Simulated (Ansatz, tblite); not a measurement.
Cost and result up the ladder for ZnI2⁻ (the lowest doublet isomer of a short search) (3 atoms). Charge -1, multiplicity 2. Geometry: r2SCAN-D4/def2-TZVPD.

Cartesian coordinates in Å:
```
Zn -0.4170 0.7862 -0.0633
I -1.4907 -1.3878 -1.1265
I 1.9078 0.6015 1.1898
```

Ansatz on 4 threads of Arm Neoverse V2 on a shared host; xTB runs through tblite on one thread. Times are rough, summed over both states, and most runs start from the orbitals of an earlier one. RPA@PBE/def2-TZVPD serves as the yardstick here, not as an exact answer. Differences are given only for rows in sets of like size (and for xTB, whose basis is part of the method), since another set adds its own error. The other state is a quartet at its own geometry, which has other bonds, so the gap mixes isomer and spin.

In the def2 sets I takes a core potential; there is no spin–orbit coupling. The xTB rows come from tblite. B3LYP takes the VWN-RPA correlation. Correlated methods freeze 17 core orbitals; core or outer-core shells of I are correlated, in sets that lack core-valence functions. The rows differ in basis, and correlated rows in double-zeta sets carry the largest basis error. In the quartet, I2 and I3 lie 3.26 Å apart (atoms count from 1), so these atoms are partly bonded to each other. The structure comes from a short search, and lower isomers may exist.

Correlated methods converge slowly with the basis, most of all in double-zeta sets.

xTB has no spin-polarisation term.

```tsv
level	functions	wall time
GFN2-xTB	22	0.004 s
LDA (SPW92)/def2-TZVPD (with forces)	169	3.2 s
PBE-D4/def2-TZVPD	169	5.7 s
MP2/def2-TZVPD	169	7 s
PBE0-D4/def2-TZVPD	169	9.8 s
B3LYP-D4/def2-TZVPD	169	10 s
RPA@PBE/def2-TZVPD	169	13 s
BHLYP-D4/def2-TZVPD	169	14 s
r2SCAN-D4/def2-TZVPD	169	15 s
r2SCAN0-D4/def2-TZVPD	169	18 s
CCSD(T)/def2-SVPD	104	22 s
B97M-V/def2-TZVPD	169	25 s
```

Estimate what each level gives for the quartet − doublet (eV).


```json
{"level": "GFN2-xTB", "quartet − doublet (eV)": "9.16", "difference from RPA@PBE/def2-TZVPD (eV)": "5.19", "remarks": "–"}
{"level": "LDA (SPW92)/def2-TZVPD (with forces)", "quartet − doublet (eV)": "3.99", "difference from RPA@PBE/def2-TZVPD (eV)": "0.01", "remarks": "HOMO above zero (quartet)"}
{"level": "PBE-D4/def2-TZVPD", "quartet − doublet (eV)": "3.83", "difference from RPA@PBE/def2-TZVPD (eV)": "-0.14", "remarks": "HOMO above zero (doublet), HOMO above zero (quartet)"}
{"level": "MP2/def2-TZVPD", "quartet − doublet (eV)": "4.18", "difference from RPA@PBE/def2-TZVPD (eV)": "0.21", "remarks": "–"}
{"level": "PBE0-D4/def2-TZVPD", "quartet − doublet (eV)": "3.96", "difference from RPA@PBE/def2-TZVPD (eV)": "-0.01", "remarks": "HOMO above zero (quartet)"}
{"level": "B3LYP-D4/def2-TZVPD", "quartet − doublet (eV)": "4.04", "difference from RPA@PBE/def2-TZVPD (eV)": "0.07", "remarks": "HOMO above zero (quartet)"}
{"level": "RPA@PBE/def2-TZVPD", "quartet − doublet (eV)": "3.97", "difference from RPA@PBE/def2-TZVPD (eV)": "0.00", "remarks": "–"}
{"level": "BHLYP-D4/def2-TZVPD", "quartet − doublet (eV)": "4.15", "difference from RPA@PBE/def2-TZVPD (eV)": "0.18", "remarks": "HOMO above zero (quartet)"}
{"level": "r2SCAN-D4/def2-TZVPD", "quartet − doublet (eV)": "3.93", "difference from RPA@PBE/def2-TZVPD (eV)": "-0.04", "remarks": "HOMO above zero (quartet)"}
{"level": "r2SCAN0-D4/def2-TZVPD", "quartet − doublet (eV)": "4.01", "difference from RPA@PBE/def2-TZVPD (eV)": "0.03", "remarks": "HOMO above zero (quartet)"}
{"level": "CCSD(T)/def2-SVPD", "quartet − doublet (eV)": "4.24", "difference from RPA@PBE/def2-TZVPD (eV)": "–", "remarks": "–"}
{"level": "B97M-V/def2-TZVPD", "quartet − doublet (eV)": "4.01", "difference from RPA@PBE/def2-TZVPD (eV)": "0.04", "remarks": "HOMO above zero (doublet), HOMO above zero (quartet)"}
```
